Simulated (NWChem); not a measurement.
System: SnHOCl₂F; SMILES [OH][Sn]([F])([Cl])[Cl]

NWChem input:

```
start job
memory heap 200 mb stack 900 mb global 1100 mb
geometry units angstroms
  O     -1.868959    -0.671114    -0.644822
  Sn    -0.161048    -0.075013     0.061768
  F     -0.401940    -0.455987     1.985315
  Cl     1.546513    -1.326154    -0.745030
  Cl     0.121823     2.152944    -0.235475
  H     -2.465721    -1.013032     0.026025
end
basis spherical
  * library def2-svp
end
ecp
  Sn library def2-ecp
end
dft
  xc pbe0
  iterations 150
end
driver
  maxiter 120
end
task dft optimize
dft
  grid fine
  convergence energy 1d-8 density 1d-7
end
task dft freq numerical
```

def2 effective core potentials on Sn; no spin-orbit coupling.

The level has its own optimisation; frequencies are unscaled.

Q: Give the results of this calculation. (PBE0/def2-SVP with def2 effective core potentials on Sn.) Quantities: r O–Sn (Å); r H–O (Å); r F–Sn (Å); r Cl–Sn (Å); highest harmonic frequency (cm⁻¹); lowest (cm⁻¹); zero-point energy (kcal/mol).

A: The r O–Sn (Å) comes out as 1.955 and the r H–O (Å) is 0.968. The r F–Sn (Å) is 1.923 and the r Cl–Sn (Å) comes out as 2.311. The highest harmonic frequency (cm⁻¹) comes out as 3859 and the lowest (cm⁻¹) comes out as 61. The zero-point energy (kcal/mol) is 10.9.
